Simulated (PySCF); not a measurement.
F₂GaHSe, SMILES [F][Ga]([F])[SeH].

Coordinates come from a ωB97X-D3(BJ)/def2-SVP optimisation. The structure was generated by enumeration; whether it is a known compound was not checked. One conformer was computed; it need not be the lowest.

Calculation: PySCF with IEF-PCM-ωB97X/def2-SVP.

The values are the electrostatic part of the solvation free energy, E(continuum) − E(gas) at the gas-phase geometry, in a cavity of scaled van der Waals radii (PySCF's table); cavitation and dispersion terms are not included. A continuum can't describe solvent molecules that bind to the metal. In vacuum the orbital gap is 10.86 eV. The dipole moment in vacuum is 2.36 D.

Computed values in water (ε = 78.36), chloroform (ε = 4.71), dimethylsulfoxide (ε = 46.83):
```json
[
 {"solvent": "water", "ε": "78.36", "ΔG(elec) (kcal/mol)": "-7.6", "dipole (D)": "2.71", "gap (eV)": "10.80"},
 {"solvent": "chloroform", "ε": "4.71", "ΔG(elec) (kcal/mol)": "-5.4", "dipole (D)": "2.63", "gap (eV)": "10.81"},
 {"solvent": "dimethylsulfoxide", "ε": "46.83", "ΔG(elec) (kcal/mol)": "-7.5", "dipole (D)": "2.70", "gap (eV)": "10.80"}
]
```
